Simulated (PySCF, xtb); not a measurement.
CH5F3Si2, SMILES F[SiH2]C[SiH](F)F.

GFN2-xTB (xtb) at its own geometry gives an orbital gap of 6.03 eV and a dipole moment of 2.25 D.

Geometry optimised at PBE-D3(BJ)/def2-SVP. The structure was generated by enumeration, and PubChem lists no compound with its InChIKey, so it may never have been made. The values are those of a single conformer.

Q: What does ωB97X/def2-TZVP run with PySCF give? (Estimate from the structure and the level; the computed values follow.)

A: gap 13.58 eV (levels -11.71 and 1.87 eV), dipole 2.63 D.
